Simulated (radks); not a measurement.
Spherical jellium clusters: N electrons in a uniform positive sphere of charge N and radius rs N^(1/3), rs = 3.19 bohr. Calculated with a radial shooting solver with Libxc functionals: non-relativistic Kohn-Sham, PBEsol, spin-polarised, spherical densities. Levels are named by radial order and angular momentum (1s, 1p, 1d, 2s, ...), and open shells are averaged over m.

N = 15, configuration 1s2 1p6 1d(up 5, down 2). This is the lowest configuration that the search found. Occupied levels:

| level | occupation | eigenvalue (eV) | <r> (bohr) |
|---|---|---|---|
| 1s up | 1 | -6.6239 | 4.911 |
| 1s down | 1 | -6.4201 | 4.687 |
| 1p up | 3 | -5.1640 | 5.984 |
| 1p down | 3 | -4.8235 | 5.889 |
| 1d up | 5 | -3.4266 | 6.829 |
| 1d down | 2 | -3.0332 | 6.821 |

Energy (eV): total -24.0677, kinetic 39.511, external -909.75, Hartree 444.35, exchange-correlation -65.118, background 466.94.

Electron density:

| r (bohr) | n(r) (e/bohr^3) |
|---|---|
| 0.260 | 0.004066 |
| 1.24 | 0.004593 |
| 2.22 | 0.005730 |
| 3.20 | 0.007169 |
| 4.17 | 0.008290 |
| 5.15 | 0.008317 |
| 6.13 | 0.006845 |
| 7.11 | 0.004397 |
| 8.09 | 0.002167 |
| 9.07 | 0.0008700 |
| 10.1 | 0.0003093 |
| 11.0 | 0.0001047 |
| 12.0 | 0.00003492 |
| 13.0 | 0.00001169 |
